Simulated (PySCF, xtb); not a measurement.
(1S)-2,2-difluorocyclopropan-1-ol (C3H4F2O), SMILES O[C@H]1CC1(F)F.

GFN2-xTB run with xtb at its own geometry gives an orbital gap of 9.13 eV and a dipole moment of 2.10 D.

Geometry: B3LYP-D3(BJ)/def2-SVP. The values are those of a single conformer.

What does PBE/def2-TZVP (PySCF) give? (The exact figures need the calculation; the answer reports its results.)

gap 6.40 eV (levels -6.40 and -0.01 eV), dipole 0.79 D.
